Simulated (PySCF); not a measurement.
This PySCF input asks for the NMR shieldings of SMILES COB1OC(=O)C(=O)O1, C3H3BO5; the geometry comes from GFN2-xTB.

```python
import basis_set_exchange as bse
import numpy as np
from pyscf import gto, dft
from pyscf.prop import nmr

atoms = """
C    -2.311752   -0.071843   -0.425268
O    -1.120969   -0.847710   -0.437102
B     0.061052   -0.418046   -0.074624
O     0.388036    0.870832    0.389666
C     1.709462    0.911119    0.656399
O     2.300834    1.857546    1.064068
C     2.256759   -0.502216    0.322315
O     3.372674   -0.899762    0.413755
O     1.198599   -1.222082   -0.105822
H    -2.119364    0.946155   -0.087211
H    -2.712126   -0.062780   -1.439572
H    -3.022005   -0.561900    0.241498
"""
names = dict.fromkeys(["C", "O", "B", "H"], "pcSseg-1")
basis = {el: gto.basis.parse(bse.get_basis(n, elements=[el], fmt="nwchem")) for el, n in names.items()}
mol = gto.M(atom=atoms, basis=basis, charge=0, verbose=0)
mf = dft.RKS(mol, xc="PBE0")
mf.grids.level = 2
mf.grids.alignment = dft.numint.BLKSIZE   # the property module wants whole blocks of grid points
mf.conv_tol = 1e-9
mf.kernel()

calc = nmr.RKS(mf)   # GIAO
C = mf.mo_coeff
Co = C[:, mf.mo_occ > 0]
resp = mf.gen_response(singlet=True, hermi=2)
def vind(x):   # induced exchange potential for any number of trial vectors
    d = np.einsum("pi,xij,qj->xpq", C, 2 * x.reshape(-1, C.shape[1], Co.shape[1]), Co, optimize=True)
    return np.einsum("xpq,pi,qj->xij", resp(d - d.transpose(0, 2, 1)), C, Co, optimize=True).ravel()
mo1, _ = nmr.rhf.solve_mo1(calc, with_cphf=vind)
sigma = calc.kernel(mo1)
for i, s in enumerate(sigma):   # ppm
    w = np.linalg.eigvalsh((s + s.T) / 2)
    print("%2d %-2s iso %8.1f  s11 %8.1f  s22 %8.1f  s33 %8.1f" % (i, mol.atom_pure_symbol(i), w.mean(), *w))
```

Task: What are the results?

Result: 
```
 0 C  iso    130.6  s11     99.8  s22    108.6  s33    183.5
 1 O  iso    253.9  s11    132.4  s22    279.5  s33    349.9
 2 B  iso     79.3  s11     55.6  s22     83.4  s33     98.8
 3 O  iso     90.1  s11    -81.6  s22     98.6  s33    253.3
 4 C  iso     27.3  s11    -69.2  s22     56.8  s33     94.4
 5 O  iso   -145.4  s11   -463.3  s22   -292.9  s33    319.9
 6 C  iso     27.0  s11    -70.4  s22     56.7  s33     94.7
 7 O  iso   -149.2  s11   -470.8  s22   -295.9  s33    319.0
 8 O  iso     83.3  s11    -85.6  s22     97.3  s33    238.2
 9 H  iso     27.1  s11     22.5  s22     26.9  s33     32.0
10 H  iso     27.5  s11     23.6  s22     25.4  s33     33.5
11 H  iso     27.5  s11     23.6  s22     25.4  s33     33.5
```

These numbers come from an equivalent density-fitted implementation of the same equations, which agrees with the script to about 0.01 ppm for H and up to a few tenths of a ppm for heavy atoms, so last digits may differ.

Size and cost of the density-fitted run: 168 basis functions, of the order of 60 core-seconds.
